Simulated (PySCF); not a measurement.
# A survey of ¹⁹F NMR shifts

One computed conformer, no solvent, non-relativistic, equivalent nuclei averaged. GIAO PBE0/pcSseg-1 shieldings; structure optimised with GFN2-xTB; PySCF 2.14.0 with density-fitted response routines.

Shieldings were converted by a linear fit to measured shifts: ¹⁹F: δ = 146.13 − 0.903σ +14.6 on sp3 carbon (rms 6.0 ppm, 223 shifts, 7.0 ppm with the 5 outliers that the fit left out vs CFCl3, solution or neat liquid). A few per cent of atoms miss by over 2 rms, more outside the fitted compound classes.

Task: Give the ¹⁹F shifts of `FC(F)(F)CN[SiH2][SiH3]`, `C[C@@H]1N[Si@H]([SiH3])C1(F)F`.

Result: 
| compound | environment | δ (ppm) |
| --- | --- | --- |
| FC(F)(F)CN[SiH2][SiH3] | fluorine of a CF3 group (×3) | -75.0 |
| [CH3:1][C@@H:2]1[NH:3][Si@H:4]([SiH3:5])[C:6]1([F:7])[F:8] | F7: fluorine of a CF2 group | -95.8 |
| [CH3:1][C@@H:2]1[NH:3][Si@H:4]([SiH3:5])[C:6]1([F:7])[F:8] | F8: fluorine of a CF2 group | -118.8 |

Task: Match the shifts -57.0, -75.0, -227.7 ppm to `C=C[Si@@H]1[SiH2][C@@H](CC)[C@H]1F`, `C[Si@H]([SiH2]N)C(F)(F)F`, `FC(F)(F)CN[SiH2][SiH3]`.

Result: -57.0: C[Si@H]([SiH2]N)C(F)(F)F (fluorine of a CF3 group); -75.0: FC(F)(F)CN[SiH2][SiH3] (fluorine of a CF3 group); -227.7: C=C[Si@@H]1[SiH2][C@@H](CC)[C@H]1F (fluorine on an sp3 carbon).
